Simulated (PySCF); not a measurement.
# Radial density of Si²⁺ (silicon, charge +2)

UHF, [Ne] 3s2, closed-shell 1S. Computed with PySCF 2.14 in x2c-SVPall (4s3p1d, 18 functions), with the spin-free X2C one-electron Hamiltonian (Gaussian nucleus).

| r (bohr) | 4πr²ρ (e/bohr) |
| --- | --- |
| 0.00186 | 0.07503 |
| 0.00313 | 0.2090 |
| 0.00526 | 0.5669 |
| 0.00885 | 1.448 |
| 0.0149 | 3.360 |
| 0.0250 | 7.085 |
| 0.0421 | 12.33 |
| 0.0709 | 15.91 |
| 0.119 | 13.01 |
| 0.200 | 9.558 |
| 0.337 | 13.57 |
| 0.567 | 11.56 |
| 0.954 | 3.076 |
| 1.60 | 1.258 |
| 2.70 | 0.5693 |
| 4.54 | 0.01423 |
| 7.64 | 1.688e-05 |

Densities and radii are taken from the X2C orbitals without a picture-change correction, which distorts them close to the nucleus.
